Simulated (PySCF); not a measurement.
## Mg: excitation energy

Mg [Ne] 3s2 (1S) → Mg [Ne] 3s1 4s1 (3S), as a difference of total energies. Calculation: PySCF 2.14, in x2c-TZVPPall with one added diffuse shell each of s, p, d type (6s5p4d, 41 functions); the spin-free X2C one-electron Hamiltonian (Gaussian nucleus). Correlated levels: valence: [Ne] frozen. The calculations carry no spin-orbit coupling.

```json
{"method": "UHF", "excitation energy (cm⁻¹)": "34087", "error (cm⁻¹)": "-7111"}
{"method": "MP2 (valence)", "excitation energy (cm⁻¹)": "38471", "error (cm⁻¹)": "-2726"}
{"method": "SCS-MP2 (valence)", "excitation energy (cm⁻¹)": "39700", "error (cm⁻¹)": "-1497"}
{"method": "CCSD (valence)", "excitation energy (cm⁻¹)": "40410", "error (cm⁻¹)": "-788"}
```

Reference: 41197 cm⁻¹ (measured; NIST levels).

Errors of the correlated levels include the incompleteness of this basis and the frozen core.

With two correlated electrons CCSD is exact in that space.
